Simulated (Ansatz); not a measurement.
`N[AsH][GaH2]` + H₂ → `N[AsH2]` + `[GaH3]` at 600 K and 1 bar (hydrogenolysis of the As–Ga bond).

Computed with Ansatz on PBE0-D4/def2-TZVP structures; ΔE is electronic, products minus reactants. CBS: MP2 limit from def2 TZ/QZ plus the TZ coupled-cluster correction, frozen cores. This one scheme is used for every species. For As, Ga outer-core shells are correlated without core-valence functions, which leaves a few kJ/mol of doubt a bond. Scalar relativity is left out up to krypton. Each species was taken in one conformer, which may not be the lowest.

| species | CCSD(T)/CBS energy (Eh) | H − E (kJ/mol) | S (J/(mol·K)) |
| --- | --- | --- | --- |
| `N[AsH][GaH2]` | -4216.64372 | 178.4 | 419.0 |
| H₂ | -1.17544 | 43.9 | 150.8 |
| `N[AsH2]` | -2292.09958 | 143.7 | 315.6 |
| `[GaH3]` | -1925.70545 | 74.9 | 253.2 |

H − E and S are ideal-gas, rigid-rotor, harmonic terms from PBE0-D4/def2-TZVP, for one conformer and one mirror image of each species. For small species the MP2-based limit differs from directly extrapolated CCSD(T) by up to some mEh (0.8 for H₂); such offsets cancel only in part. 1 Eh = 2625.50 kJ/mol, R = 8.31446 J/(mol·K).

By hand: ΔE, ΔH, ΔS and ΔG.

ΔE = (-2292.09958) + (-1925.70545) − (-4216.64372) − (-1.17544) = 0.01413 Eh = 37.1 kJ/mol. Δ(H − E) = 143.7 + 74.9 − 178.4 − 43.9 = -3.7, so ΔH = 33.4 kJ/mol. ΔS = 315.6 + 253.2 − 419.0 − 150.8 = -1.0 J/(mol·K). ΔG = 33.4 − 600 × (-1.0)/1000 = 34.0 kJ/mol.

By hand: the equilibrium constant, and the temperature at which ΔG would vanish if ΔH and ΔS stayed fixed.

log₁₀ K = −ΔG/(RT ln 10) = -3.0. ΔH and −TΔS have one sign here, so there is no such temperature. One of them is within its doubt of zero, so this could turn.

The number of gas molecules stays the same, so ΔS is small and ΔH decides. A doubt of 5 kJ/mol in ΔE shifts log₁₀ K by 0.4 here. Other conformers and mirror images would add mixing entropy, several J/(mol·K) or more a flexible species. These are equilibria of isolated gas molecules and say nothing of rates. Largest T1 diagnostic: 0.013 (customary marks: 0.02 for closed shells, 0.045 for open ones).
